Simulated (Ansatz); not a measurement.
Coupled-cluster run, CH₆BGeNSi, SMILES `B[SiH]([GeH3])C#N`.

```yaml
crystal:
  periodic: [false, false, false]
  atoms:
    - {symbol: B, position_ang: [-0.830130, 1.631707, 0.821831]}
    - {symbol: Si, position_ang: [-0.765020, -0.082346, -0.186073]}
    - {symbol: Ge, position_ang: [1.278608, -1.166949, 0.447691]}
    - {symbol: C, position_ang: [-0.658349, 0.165916, -2.016682]}
    - {symbol: N, position_ang: [-0.566400, 0.328614, -3.154201]}
    - {symbol: H, position_ang: [-1.187170, 1.622640, 1.961637]}
    - {symbol: H, position_ang: [-0.430068, 2.649349, 0.345755]}
    - {symbol: H, position_ang: [-1.899846, -1.010160, 0.048355]}
    - {symbol: H, position_ang: [1.238888, -1.474269, 1.952042]}
    - {symbol: H, position_ang: [2.469466, -0.247967, 0.145495]}
    - {symbol: H, position_ang: [1.415320, -2.473435, -0.345151]}
basis:
  gaussian: {orbitals: def2-SVP}
correlation: {method: ccsd_t}
```

```sh
$ ansatz run in.yaml --threads 4 --pin off --events-out ev --progress --plain --max-ram 10444MiB
```

Log, shortened:

```
Functional definition: HF
1223 factors; integrals over basis functions are off by at most 1.4e-3 eV
mean field evaluation 1: about -67598.0668 eV, gradient 3.1e1 eV
mean field evaluation 2: about -67598.0713 eV, gradient 3.1e1 eV
mean field evaluation 4: about -67601.5147 eV, gradient 4.4e0 eV
mean field evaluation 8: about -67601.6161 eV, gradient 1.6e-1 eV
mean field evaluation 16: about -67601.6047 eV, gradient 1.4e0 eV
mean field -67601.61622774 eV, -2484.3135743483 hartree, gradient 1.7e-6 eV, S^2 0.000000; 0 other end points of the search recorded, 0 dependent functions left out
17 core orbitals not correlated: weight in the atoms' cores, before any rotation towards them, 1.000 or more for the frozen orbitals, at most 0.000 for the correlated occupied ones
reference -67601.61622774 eV, -2484.3135743483 hartree; 18, 18 occupied and 87, 87 virtual orbitals, 1223 factors
second order -18.68434692 eV of doubles, -0.00000000 eV of singles
cycle   1  -19.07322983 eV  change   -3.9e-1 eV  update   1.2e-1
cycle   2  -19.83261383 eV  change   -7.6e-1 eV  update   3.8e-2
cycle   3  -19.95179008 eV  change   -1.2e-1 eV  update   1.7e-2
cycle   4  -19.95260388 eV  change   -8.1e-4 eV  update   5.1e-3
cycle   5  -19.95574945 eV  change   -3.1e-3 eV  update   2.2e-3
cycle   6  -19.95529464 eV  change    4.5e-4 eV  update   7.3e-4
cycle   7  -19.95516899 eV  change    1.3e-4 eV  update   3.1e-4
cycle   8  -19.95521894 eV  change   -5.0e-5 eV  update   1.4e-4
cycle   9  -19.95516902 eV  change    5.0e-5 eV  update   5.5e-5
cycle  10  -19.95512500 eV  change    4.4e-5 eV  update   2.2e-5
perturbative correction -0.70426350 eV, -0.0258812064 hartree
Total energy: -67622.27561625 eV, -2485.0727928724 hartree
```

Run time 6 s (4 threads of an Intel Xeon 6975P-C on a shared host); peak host memory 0.67 GiB.

Correlation energy per correlated electron: -0.574 eV. T1 diagnostic: 0.0127.
